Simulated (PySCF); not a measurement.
## C5H6FOS: g tensor and hyperfine couplings

C5H6FOS (doublet state).
Cartesian coordinates in Å at the GFN2-xTB level; atoms count from 1:
```
atom  x, y, z in Å
O1    -1.662    0.621   -1.530
C2    -1.985    0.313   -0.418
C3    -1.126   -0.418    0.573
C4     0.262   -0.754    0.035
C5     1.116    0.511   -0.135
F6     1.210    1.152    1.113
C7     2.405    0.198   -0.720
S8     3.920    0.387   -0.356
H9    -2.991    0.558   -0.024
H10   -1.654   -1.332    0.857
H11   -1.047    0.199    1.473
H12    0.180   -1.235   -0.940
H13    0.774   -1.427    0.724
H14    0.599    1.225   -0.794
```

The hyperfine couplings belong to this conformer and change with its torsions.

Identity: `O=CCC[C@@H](F)[C]=S` [radical].

Method used: UKS B3LYP, pcH-1 on C F H O S, non-relativistic, mean-field spin-orbit, GIAO in PySCF 2.14.0. The structure is a single GFN2-xTB conformer in the gas phase; no vibrational or solvent corrections. Couplings are sensitive to structure, and on GFN2-xTB geometries they can be far from those on DFT ones. Stability of the SCF solution: not tested.

| Property | Result |
| --- | --- |
| g1, g2, g3 | 1.97419, 2.00170, 2.00968 |
| g_iso | 1.99519 |
| Form of g | rhombic: the two nearest values differ by 23 % of g3 − g1 |
| ⟨S²⟩ | 0.7543 (exact 0.7500) |
| α and β electrons | 35, 34 |
| Total energy | -767.34343 Eh |

Isotropic coupling and dipolar principal values T1 to T3, in MHz:

| atom | isotope | a_iso | of which spin–orbit | T1 | T2 | T3 | Mulliken spin population |
| --- | --- | --- | --- | --- | --- | --- | --- |
| O1 | 17O | 0.0 | 0.0 | -0.2 | 0.1 | 0.1 | 0.00 |
| C2 | 13C | 0.1 | 0.0 | -0.2 | -0.2 | 0.4 | 0.00 |
| C3 | 13C | -0.2 | 0.0 | -0.3 | -0.2 | 0.5 | 0.00 |
| C4 | 13C | 2.3 | 0.0 | -1.3 | -0.2 | 1.5 | 0.00 |
| C5 | 13C | 103.9 | -0.1 | -6.4 | -4.8 | 11.2 | 0.01 |
| F6 | 19F | 106.3 | 0.5 | -81.7 | -77.4 | 159.1 | 0.03 |
| C7 | 13C | 252.1 | -1.5 | -53.0 | -48.1 | 101.0 | 0.58 |
| S8 | 33S | 9.1 | -1.1 | -43.3 | -39.0 | 82.4 | 0.38 |
| H9 | 1H | 0.0 | 0.0 | -0.4 | -0.4 | 0.8 | 0.00 |
| H10 | 1H | -0.5 | 0.0 | -0.7 | -0.6 | 1.3 | 0.00 |
| H11 | 1H | 0.5 | 0.0 | -1.0 | -0.8 | 1.8 | 0.00 |
| H12 | 1H | 3.8 | 0.0 | -3.8 | -2.4 | 6.2 | 0.00 |
| H13 | 1H | 1.0 | 0.0 | -2.6 | -2.2 | 4.8 | 0.00 |
| H14 | 1H | -3.4 | -0.1 | -6.5 | -3.7 | 10.2 | 0.00 |

The Mulliken spin populations are largest on C7 (+0.58) and S8 (+0.38).

C7, the radical centre as drawn in `O=CCC[C@@H](F)[C]=S`, holds a spin population of +0.58 out of 1.

Under fast tumbling the dipolar parts average out, and these isotropic splittings remain: 1 × 19F (F6, I = 1/2, 2 lines) with 3.81 mT, 1 × 1H (H12, I = 1/2, 2 lines) with 0.14 mT, 1 × 1H (H14, I = 1/2, 2 lines) with 0.12 mT and 1 × 1H (H13, I = 1/2, 2 lines) with 0.04 mT.

The 33S coupling of S8 (9.1 MHz) shows only in satellite lines or after enrichment, since that isotope makes up about 0.76 % of natural sulfur.

The 13C coupling of C7 (252.1 MHz) shows only in satellite lines or after enrichment, since that isotope makes up about 1.07 % of natural carbon.
